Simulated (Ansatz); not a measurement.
Basis-set extrapolation for C₂H₈SSi, SMILES `CCS[SiH3]` (PBE0-D4/def2-TZVP geometry, frozen core, Ansatz 0.2.0). Multiplicity 1, RHF reference.

```tsv
	def2-TZVPP	def2-QZVPP
HF	-766.930828	-766.955079
MP2 correlation	-0.661322	-0.709038
CCSD(T) correlation	-0.750372	-0.793299
```

Energies in hartree. Use E(X) = E(∞) + A·exp(−7.88·√X) for Hartree–Fock and E(X) = E(∞) + B·X^(−2.97) for correlation, with X = 3 and 4.

**Question.** What is the CCSD(T) energy at the basis-set limit?

**Answer.** HF limit: -766.955079 + (-0.024251) × 0.13774 = -766.95842. Correlation limit: -0.793299 + (-0.042927) × 0.74074 = -0.82510. Total: -767.78352 hartree, 268.6 kJ/mol below CCSD(T)/def2-TZVPP.
